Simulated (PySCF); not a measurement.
# What a mistake does to a calculation on AlBCH3N

All numbers below are calculated, not measured. They come from PySCF 2.14.0, an open-source quantum chemistry program, on an isolated molecule that a program drew, which may never have been made. The molecule is AlBCH3N (charge 0, singlet), drawn as the SMILES string `NB=[CH][Al]`.

Each row is a Hartree-Fock (HF) and frozen-core CCSD(T) single point in the cc-pV(D+d)Z basis, meant for a local HF minimum. Run 1 is clean. Each other run has one planted mistake out of seven kinds, and not every kind appears here: one electron removed, one electron added, multiplicity raised by two, geometry at a saddle point, minimal basis STO-3G, one bond length entered in bohr, all coordinates scaled. The reference is restricted for singlets and unrestricted otherwise, and also for a bond in bohr. Adding or removing an electron swaps singlet and doublet. Electrons count all cores. HOMO and LUMO are orbital energies over both spins, the gradient is its largest component, and the lowest frequency (negative if imaginary) is given only where the gradient is small. Bond lengths are over the 6 bonds as drawn. T1 is the CCSD diagnostic: over 0.02 (restricted) or 0.045 (unrestricted) a single reference is doubtful.

Geometry of the clean run:
```xyz
7
AlBCH3N, angstrom
N    -0.8708    1.0072   -0.2518
B    -0.3014    1.0887   -1.4958
C     0.3451    1.0765   -2.7303
Al    1.7076   -0.2668   -3.0968
H    -1.7012    0.4813   -0.0723
H    -0.5212    1.5133    0.5355
H     0.0802    1.8216   -3.4813
```

| run | electrons | basis functions | <S^2> | HOMO (eV) | LUMO (eV) | gradient (hartree/bohr) | lowest frequency (cm^-1) | mean bond (Å) | longest bond (Å) | T1 | HF (hartree) | CCSD(T) (hartree) | mistake |
|---|---|---|---|---|---|---|---|---|---|---|---|---|---|
| 1 | 34 | 80 | 0.000 | -7.19 | 1.69 | 4.3e-05 | 95 | 1.3002 | 1.948 | 0.0156 | -360.66268 | -361.13845 | no fault |
| 2 | 34 | 27 | 0.000 | -3.49 | 9.64 | 7.7e-02 | - | 1.3002 | 1.948 | 0.0168 | -356.19131 | -356.41713 | minimal basis STO-3G |
| 3 | 34 | 80 | 2.007 | -5.58 | 0.76 | 8.0e-03 | - | 1.3002 | 1.948 | 0.0192 | -360.61195 | -361.06138 | ? |
| 4 | 34 | 80 | 1.492 | -7.80 | 1.36 | 1.6e-02 | - | 1.5069 | 2.634 | 0.0609 | -360.48326 | -360.92990 | ? |

**Which mistake was planted in run 3, and what did it cost?**

Electrons, basis and geometry are unchanged, and <S^2> is 2.007, beside S(S+1) = 2.00 for a multiplicity of 3. So the mistake is: multiplicity raised by two. Subtracting run 1 and multiplying by 627.51 kcal/mol a hartree, the energy moved by 31.8 kcal/mol in HF and 48.4 kcal/mol in CCSD(T).

**Which mistake was planted in run 4, and what did it cost?**

The mean bond changes by a factor of 1.159 and the longest by 1.352, so the molecule wasn't scaled as a whole. A length L in bohr read as angstrom grows by (1/0.5292 - 1) L = 0.890 L. The 6 bonds together grew by 6 x 0.2067 = 1.240 Å, which gives L = 1.394 Å. That is bond B2-C3, 1.394 Å in the clean geometry. So the mistake is: one bond length entered in bohr. Subtracting run 1 and multiplying by 627.51 kcal/mol a hartree, the energy moved by 112.6 kcal/mol in HF and 130.9 kcal/mol in CCSD(T).

Cautions from the logs. Run 4: T1 is over the limit, so its CCSD(T) energy is less reliable.
